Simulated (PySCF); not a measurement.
Be(H)(SH) (BeH2S), SMILES [BeH][SH]. Heavy atoms are numbered as in [BeH:1][SH:3]. Hydrogens are named by the atom that carries them.

The structure is a stationary point at ωB97X-D3(BJ)/def2-TZVPD.

Method: KT2/pcSseg-2 (PySCF).

GIAO shieldings, no solvent; atoms alike by connectivity are averaged. δ = σ(ref) − σ: ¹H against TMS (σ = 31.47 ppm); ³³S against H2S (σ = 720.7 ppm), references at their B3LYP-D3(BJ)/def2-TZVP geometries, non-relativistic.

```json
[
 {"atoms": "H on Be1", "nucleus": "¹H", "count": "1", "δ (ppm)": "(withheld)"},
 {"atoms": "H on S3", "nucleus": "¹H", "count": "1", "δ (ppm)": "0.36"},
 {"atoms": "S3 (SH)", "nucleus": "³³S", "count": "1", "δ (ppm)": "7.9"}
]
```

What belongs in the gaps? (Estimate from the structure and the level; the computed values follow.)


- H on Be1, δ (ppm): 3.63
